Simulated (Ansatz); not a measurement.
Basis-set extrapolation for C$_{7}$H$_{16}$O$_{3}$ (`CCOC(OCC)OCC`) (PBE0-D4/def2-TZVP geometry, frozen core, Ansatz). Multiplicity 1, RHF reference.

```
                      def2-TZVPP   def2-QZVPP
                 HF  -499.168148  -499.191252
    MP2 correlation    -1.922258    -2.055785
CCSD(T) correlation    -2.079468      not run
```

Energies in hartree. Use E(X) = E(∞) + A·exp(−7.88·√X) for Hartree–Fock and E(X) = E(∞) + B·X^(−2.97) for correlation, with X = 3 and 4, and add CCSD(T) minus MP2 of the smaller set to the MP2 limit.

Q: What is the CCSD(T) energy at the basis-set limit?

A: HF limit: -499.191252 + (-0.023104) × 0.13774 = -499.19443. MP2 limit: -2.055785 + (-0.133527) × 0.74074 = -2.15469. Higher-order term: -2.079468 − (-1.922258) = -0.15721. Total: -501.50633 hartree, 162.3 kcal/mol below CCSD(T)/def2-TZVPP.
